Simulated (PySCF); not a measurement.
**Molecular orbitals of GeSe⁺**

PBE at R = 2.306 Å; PySCF, scalar-relativistic core potentials, basis sets Ge cc-pVDZ-PP with ECP10, Se cc-pVDZ-PP with ECP10. State: ²Π (doublet), unpaired electrons π ↑. Only the outer orbitals are listed, counted within each symmetry, core potentials removing the inner ones.

```csv
spin,orbital,occ.,ε (eV),on Ge (%),main shells (%)
α,7σ,1,-24.54,12,"86 Se s, 9 Ge s"
α,8σ,1,-18.73,76,"76 Ge s, 12 Se p, 11 Se s"
α,5π,1,-13.83,14,"86 Se p, 12 Ge p"
α,9σ,1,-13.32,46,"53 Se p, 31 Ge p, 13 Ge s"
α,5π,1,-12.93,19,"81 Se p, 17 Ge p"
α,6π,0,-9.99,86,"86 Ge p, 13 Se p"
α,6π,0,-9.59,82,"82 Ge p, 18 Se p"
α,10σ,0,-6.54,73,"70 Ge p, 27 Se p"
β,7σ,1,-23.82,16,"82 Se s, 11 Ge s"
β,8σ,1,-18.52,75,"76 Ge s, 14 Se s, 10 Se p"
β,9σ,1,-13.09,46,"52 Se p, 34 Ge p, 11 Ge s"
β,5π,1,-12.61,24,"76 Se p, 22 Ge p"
β,5π,0,-12.46,26,"74 Se p, 24 Ge p"
β,6π,0,-9.54,77,"77 Ge p, 22 Se p"
β,6π,0,-9.50,75,"75 Ge p, 24 Se p"
```

Q: Which are the highest filled and the lowest empty level, where do they sit, and how wide is the gap?

A: Highest filled β 5π at -12.61 eV (in %: 76 Se p, 22 Ge p); lowest empty β 5π at -12.46 eV (in %: 74 Se p, 24 Ge p); the gap at PBE is 0.15 eV. Both belong to one degenerate shell, split only by its one-sided filling, so this is no excitation gap.

* bond order (Mayer): 1.79
* ⟨S²⟩: 0.755
* charge on Ge (Mulliken, basis-dependent): 0.72
* charge on Ge (Löwdin, basis-dependent): 0.66
* dipole moment (positive dipole points towards Se; it is taken about the centre of mass and depends on that origin): -2.36 D
* polarisability along the bond: 70.8 bohr³
* polarisability across the bond: 26.3 bohr³

Spin–orbit coupling is left out. The state is the lowest determinant that a PBE0 search found; another state may lie lower at other levels.
